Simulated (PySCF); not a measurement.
Species: C6H9ClSi.
Structure used (GFN2-xTB), in Å, numbered top down from 1:
```xyz
17
C6H9ClSi angstrom
Cl     2.3727    1.8925   -0.1308
C      2.7099    0.1490   -0.0054
C      1.4984   -0.6447   -0.4372
Si    -0.0746   -0.0279    0.4550
C     -1.5303   -1.2149    0.2680
C     -2.5282   -0.5795   -0.3550
C     -2.2729    0.7975   -0.7508
C     -1.0669    1.2929   -0.4512
H      3.5850   -0.0486   -0.6262
H      2.9542   -0.0393    1.0398
H      1.6829   -1.6951   -0.2135
H      1.3727   -0.5621   -1.5166
H      0.2207    0.2978    1.8550
H     -1.6209   -2.2333    0.6053
H     -3.4871   -1.0261   -0.5799
H     -3.0458    1.3540   -1.2624
H     -0.7768    2.2999   -0.6957
```

Computed, not measured: PySCF 2.14.0, density-fitted response routines, TDDFT wB97X-D/def2-SVPD, vertical, gas phase, core orbitals frozen in the response.

Frontier orbitals with the atoms that hold most of them (Löwdin shares over 4%, at most four atoms; ? is withheld):

| orbital | ε (eV) | atoms |
| --- | --- | --- |
| HOMO-3 | -10.52 | Cl1 47%, C2 11%, C5 10%, C3 10% |
| HOMO-2 | -10.33 | Cl1 24%, C5 18%, Si4 15%, C3 9% |
| HOMO-1 | -10.24 | ? |
| HOMO | -8.42 | ? |
| LUMO | ? | C6 18%, C5 18%, C7 18%, C8 18% |
| LUMO+1 | 2.15 | Cl1 38%, C2 18%, H9 9%, H10 8% |
| LUMO+2 | 2.29 | Si4 22%, Cl1 20%, C2 10%, C3 7% |

(1) Which atoms hold the HOMO, and with what shares?

(2) Give the leading atoms of the HOMO-1.

(3) What is the LUMO energy, and the HOMO–LUMO gap?

Results:

(1) C8 (bonded to C, Si and H) 26%; C5 (bonded to C, Si and H) 26%; C7 (bonded to 2 C and H) 18%; C6 (bonded to 2 C and H) 18%.

(2) Cl1 (bonded to C) 34%; C8 (bonded to C, Si and H) 13%; Si4 (bonded to 3 C and H) 12%; C3 (bonded to C, Si and 2 H) 9%. By element: chlorine 34%, carbon 21% or more, silicon 12%.

(3) ε(LUMO) = 0.32 eV; the gap is 8.73 eV (0.3210 hartree).

Question: How does S1 compare with the orbital gap of 8.73 eV?

Answer: S1 is at 4.38 eV (f = 0.051), 4.35 eV below the gap, made of HOMO→LUMO (98%). Without the coupling terms of the response equations the lowest excitation would equal the gap.

Next come S2 at 5.55 eV (f 0.0001), HOMO-2→LUMO (49%), HOMO-1→LUMO (29%), HOMO-3→LUMO (9%); S3 at 6.11 eV (f 0.013), HOMO-4→LUMO (40%), HOMO-3→LUMO (22%), HOMO-1→LUMO (13%); S4 at 6.67 eV (f 0.074), HOMO-5→LUMO (35%), HOMO-1→LUMO (22%), HOMO-2→LUMO (12%); S5 at 6.71 eV (f 0.0010), HOMO→LUMO+2 (44%), HOMO→LUMO+4 (24%), HOMO→LUMO+3 (19%).

Löwdin shares depend on the basis, the more so with diffuse functions.

Hardware: one thread, Arm Neoverse V1 (aarch64), shared host. Cost: 94 s wall, 1.0 GiB resident at most.

One conformer stands for the species.
